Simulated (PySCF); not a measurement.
Compound: C5H8FN.
Cartesian coordinates in Å at the GFN2-xTB level; atoms count from 1:
```xyz
15
C5H8FN angstrom
C      2.3772    0.4580    0.0856
N      1.1154    1.0492   -0.2450
C      0.0504    0.4029   -0.1994
C     -1.3719    0.8214   -0.4449
C     -1.8379   -0.5311    0.1270
C     -0.3813   -1.0201    0.1553
F      0.0516   -1.5210    1.3621
H      2.7899    1.0119    0.9292
H      2.3228   -0.6052    0.3406
H      3.0431    0.6020   -0.7658
H     -1.5966    0.9629   -1.5006
H     -1.6834    1.7095    0.1001
H     -2.2456   -0.4512    1.1316
H     -2.5135   -1.1126   -0.4950
H     -0.1246   -1.7685   -0.6029
```

PySCF, density fitting, gas phase, GFN2-xTB geometry. The standard run uses grid level 2 after a coarse-grid start, the def2-universal JK fitting basis (with tight functions added where the orbital basis needs them), an energy threshold of 1e-9 Eh and DIIS. The changed runs have no coarse-grid stage.

Task: Standard PBE0/pcSseg-1: E = -349.456964 Eh, HOMO -6.926 eV, LUMO -0.468 eV, dipole 1.471 D, 14 cycles (coarse-grid cycles included). What changes at PBE0/pcSseg-1 with: fitting basis def2-qzvpp-jkfit?

Result: E = -349.456996 Eh (-0.032 mEh), HOMO -6.926 eV (0.000), LUMO -0.468 eV (0.000), dipole 1.471 D (0.000), 10 SCF cycles. Of the changed settings only the fitting basis enters the energy expression; the total energy moves by 0.02 kcal/mol.

The cycles:
```
cycle   1  E = -349.3985130556  dE =  9.723e-01  |g| = 5.434e-01  |ddm| = 3.468e+00
cycle   2  E = -349.3396172462  dE =  5.890e-02  |g| = 8.102e-01  |ddm| = 1.061e+00
cycle   3  E = -349.4532593855  dE = -1.136e-01  |g| = 1.280e-01  |ddm| = 6.566e-01
cycle   4  E = -349.4563937112  dE = -3.134e-03  |g| = 5.295e-02  |ddm| = 1.230e-01
cycle   5  E = -349.4569638847  dE = -5.702e-04  |g| = 1.265e-02  |ddm| = 4.848e-02
cycle   6  E = -349.4569932690  dE = -2.938e-05  |g| = 3.801e-03  |ddm| = 1.336e-02
cycle   7  E = -349.4569961850  dE = -2.916e-06  |g| = 5.849e-04  |ddm| = 3.389e-03
cycle   8  E = -349.4569962578  dE = -7.280e-08  |g| = 1.886e-04  |ddm| = 6.538e-04
cycle   9  E = -349.4569962656  dE = -7.781e-09  |g| = 3.841e-05  |ddm| = 2.107e-04
cycle  10  E = -349.4569962659  dE = -3.291e-10  |g| = 9.604e-06  |ddm| = 5.286e-05
```
